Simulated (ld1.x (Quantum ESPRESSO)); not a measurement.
platinum (Pt): one change to an ultrasoft potential, before and after

ld1.x (Quantum ESPRESSO) 7.5 input, shortened:

```
&input
   title='Pt', zed=78., rel=1, dft='PW91', iswitch=3,
   config='[Xe] 4f14 5d9 6s1 6p0'
 /
 &inputp
   pseudotype=3, tm=.true., lloc=-1, rcloc=2.15,
   nlcc=.false.,
   which_augfun='PSQ', rmatch_augfun_nc=.true.
 /
6
5S  1  0   2.00   0.00  1.30  1.45  0.0
6S  2  0   1.00   0.00  1.30  1.45  0.0
5P  2  1   6.00   0.00  1.80  2.20  0.0
6P  3  1   0.00   0.00  1.80  2.20  0.0
5D  3  2   9.00   0.00  1.15  1.50  0.0
5D  3  2   0.00  -0.10  1.15  1.50  0.0
 &test
   configts(1)='5s2 5p6 5d9 6s1 6p0'
 /
```

Change: all radii scaled by about 1.29 (s 1.86, p 2.84, d 1.92 bohr, rcut 1.68/2.32/1.48); local potential all-electron potential smoothed inside 2.76 bohr (lloc = -1).

Cutoffs: the cutoffs (Ry, on a coarse ladder) from which the occupation-weighted sum of valence levels, in a spherical-Bessel basis at the reference potential, stays within 10 and 1 mRy of its value at 400 Ry; they do not see the model core or the augmentation charge, which bear on the density cutoff. Errors are all-electron minus pseudo energies relative to the spin-unpolarised reference configuration.

Problem. What does the change do?

Solution. The potential gets softer (50 Ry and 90 Ry → 30 Ry and 50 Ry); the number of tests with a reliable result goes from 7 to 0 (the test run of the changed file stopped, so its transferability is not established); neither file shows a bound ghost. A larger radius leaves more room for a smooth pseudo-wave, so fewer plane waves are needed.

| quantity | base | changed |
| --- | --- | --- |
| cutoff, loose | 50 Ry | 30 Ry |
| cutoff, tight | 90 Ry | 50 Ry |
| loose cutoff by channel (10 mRy a level) | s 30 Ry, p 15 Ry, d 40 Ry | s 30 Ry, p 8 Ry, d 25 Ry |
| bound ghosts | none | none |
| tests with a reliable result | 7 of 7 | 0 of 7 (the test run stopped) |
| lowest overlap eigenvalue by channel | s 0.20, p 0.81, d 0.92 | s 0.13, p 0.81, d 0.98 |

Base: ld1.x printed “convergence not achieved” for 7 of the counted tests; their residual had stalled under 1e-8, short of the target of 1e-14.
